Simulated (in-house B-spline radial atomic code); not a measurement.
# Ionising V V (V4+) with different functionals

Computed with a B-spline radial code for spherical atoms: non-relativistic Hamiltonian, point nucleus, spin-polarised at highest spin, spherical fractional occupations for the functionals, the average over the highest-spin determinants for Hartree-Fock. The ionisation energy is the difference of two self-consistent energies, [Ar] 3d1 → [Ne] 3s2 3p6, without Breit or QED terms; ε is the level of the shell that loses the electron (its least bound occupied spin orbital).

Hybrids are left out here: with spherical fractional occupations of an open shell their exact exchange keeps a self-interaction that integer-occupation calculations don't have.

```
           method          rung  ΔSCF (eV)  -ε(3d) (eV)
     Hartree-Fock  Hartree-Fock      64.47        65.54
         LDA VWN5           LDA      66.10        56.27
         LDA PW92           LDA      66.09        56.26
LDA exchange-only           LDA      64.33        54.60
              PBE           GGA      65.82        56.02
           PBEsol           GGA      65.78        55.98
             BLYP           GGA      65.78        55.97
             RPBE           GGA          ?            ?
             PW91           GGA      65.95        56.14
             BP86           GGA      65.86        56.05
             AM05           GGA      65.80        55.99
             OLYP           GGA      66.06        56.26
             TPSS      meta-GGA          ?            ?
             SCAN      meta-GGA      65.13        55.54
           r2SCAN      meta-GGA      65.20        55.61
            M06-L      meta-GGA      65.07        55.38
          revTPSS      meta-GGA      65.37        55.65
```

(1) What does RPBE give?

(2) What does TPSS give?

(3) How do they compare with the NIST value?

Results:

(1) ΔSCF 65.74 eV, and -ε(3d) = 55.95 eV.

(2) ΔSCF 65.57 eV, and -ε(3d) = 55.81 eV.

(3) NIST lists 65.282 eV (measured, ground level to ground level). Errors run from -0.96 to +0.81 eV; r2SCAN is closest (-0.08 eV), but part of that can be cancellation, since the calculations leave out relativity, Breit-QED terms, multiplet and fine-structure energies. Hartree-Fock also lacks correlation.
